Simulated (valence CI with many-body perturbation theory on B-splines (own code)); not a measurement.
## Valence orbitals of As III

Calculated by valence CI with perturbative core correlation (CI+MBPT): three valence electrons over a frozen Dirac-Fock core [Ar] 3d10, radial functions for each j: 11 s, 11 p, 9 d, 7 f, 5 g, 2 h, 1 i, with the one-electron correlation potential Σ1 (screened to all orders), the two-electron term Σ2, the three-electron term Σ3, Breit, model QED; selected single and double excitations, second order for the rest, scaled by the run's own slope (own B-spline code, finite nucleus).

Against 13 measured levels this calculation errs by 202 cm⁻¹ on average and by 431 at most. These come from a selection out of Moore, Atomic Energy Levels, vol. II, NSRDS-NBS 35 (1971 reprint of NBS Circular 467, 1952), an old analysis. Levels without a partner in it may be off by more.

These are the spectroscopic orbitals of the CI (the correlating ones are not listed), shaped by the core and the other valence electrons. h is the expectation value of the core's Dirac-Fock operator, without the valence repulsion; Σ1 is computed up to l = 3 at one energy for each symmetry, that of its lowest orbital but kept below the first core excitation, so for empty shells it is not the orbital's own correlation shift; Breit and QED include the response of the core.

| Orbital | h (hartree) | Σ1 (cm⁻¹) | Breit (cm⁻¹) | QED (cm⁻¹) | ⟨r⟩ (bohr) |
| --- | --- | --- | --- | --- | --- |
| 4s1/2 | -2.2474 | -8165 | 115 | 108 | 1.854 |
| 5s1/2 | -1.0453 | -1498 | 27.7 | 25.3 | 4.276 |
| 6s1/2 | -0.60031 | -534 | 10.6 | 9.7 | 7.754 |
| 7s1/2 | -0.39057 | -258 | 5.3 | 4.8 | 12.20 |
| 4p1/2 | -1.8065 | -5813 | 139 | -4.8 | 2.165 |
| 5p1/2 | -0.8746 | -1078 | 32.4 | -1.2 | 5.060 |
| 6p1/2 | -0.52384 | -442 | 14.2 | -0.5 | 8.853 |
| 7p1/2 | -0.34956 | -228 | 7.6 | -0.3 | 13.62 |
| 4p3/2 | -1.7881 | -5601 | 81.6 | 1.6 | 2.192 |
| 5p3/2 | -0.86842 | -1052 | 19.1 | 0.3 | 5.099 |
| 6p3/2 | -0.52096 | -433 | 8.6 | 0.1 | 8.904 |
| 7p3/2 | -0.348 | -223 | 4.6 | 0.1 | 13.69 |
| 4d3/2 | -1.1313 | -1554 | 7.4 | -1.5 | 3.445 |
| 5d3/2 | -0.62816 | -546 | 3.2 | -0.6 | 7.040 |
| 6d3/2 | -0.40344 | -266 | 1.7 | -0.3 | 11.57 |
| 4d5/2 | -1.1292 | -1538 | -0.8 | -0.9 | 3.454 |
| 5d5/2 | -0.62732 | -542 | -0.3 | -0.4 | 7.050 |
| 6d5/2 | -0.403 | -264 | -0.1 | -0.2 | 11.58 |
| 4f5/2 | -0.66918 | -195 | 0.0 | 0.0 | 5.844 |
| 5f5/2 | -0.42889 | -117 | 0.0 | 0.0 | 10.27 |
| 4f7/2 | -0.66919 | -195 | 0.0 | 0.0 | 5.844 |
| 5f7/2 | -0.42891 | -117 | 0.0 | 0.0 | 10.27 |
| 5g7/2 | -0.42037 |  | 0.0 | 0.0 | 9.156 |
| 5g9/2 | -0.42036 |  | 0.0 | 0.0 | 9.156 |

Among the shells of the start configuration 4s2 4p1, Σ1 is largest in size for 4s1/2, where it is 1.7 % of h.

Lowest root of each symmetry, sizes in configuration state functions:

| J | Parity | Roots | Reference | Variational | Second order | Change by selected CI (cm⁻¹) | Change by second order (cm⁻¹) |
| --- | --- | --- | --- | --- | --- | --- | --- |
| 1/2 | even | 7 | 12 | 9449 | 32485 | -3399 | -1 |
| 3/2 | even | 7 | 13 | 15595 | 60194 | -3401 | -3 |
| 5/2 | even | 6 | 9 | 15842 | 79099 | -3448 | -3 |
| 7/2 | even | 2 | 2 | 8409 | 74846 | -10531 | -6 |
| 9/2 | even | 1 | 1 | 4718 | 46984 | -10532 | -5 |
| 1/2 | odd | 10 | 12 | 12065 | 30856 | -5445 | -3 |
| 3/2 | odd | 14 | 17 | 17844 | 59837 | -5406 | -4 |
| 5/2 | odd | 10 | 11 | 20034 | 78909 | -8932 | -12 |
| 7/2 | odd | 6 | 6 | 17894 | 84760 | -10564 | -11 |
| 9/2 | odd | 1 | 1 | 6055 | 66182 | -6383 | -10 |
